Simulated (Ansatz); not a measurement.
Gas-phase reaction in SMILES: CC(C)CO + H+ -> CC(C)C[OH2+]
Geometries: B3LYP-D3(BJ)/def2-TZVP minima from Ansatz (a program for electronic structure), one conformer each, not searched for the lowest. Frequencies are from Ansatz.

Quantity: proton affinity (enthalpy at 298 K, with B3LYP-D3(BJ) rigid-rotor harmonic-oscillator terms), positive where the reaction releases energy, in kcal/mol. Cores are frozen in the correlated levels unless marked. No spin-orbit coupling. No relativistic terms. CBS marks a two-point X^-3 extrapolation of the correlation energy; Hartree-Fock from the larger set.

CCSD(T)/CBS(cc-pVTZ,cc-pVQZ) (Ansatz) gives 188.2 kcal/mol.

**Question.** Another calculation gave 188.8 kcal/mol. Which level was it?
(A) SVWN5/def2-TZVPD (Ansatz)
(B) wB97M-V/def2-TZVPD (Ansatz)
(C) r2SCAN/def2-TZVPD (Ansatz)

**Answer.** C, r2SCAN/def2-TZVPD (Ansatz). The others give 181.3 (SVWN5), 185.9 (wB97M-V) kcal/mol.
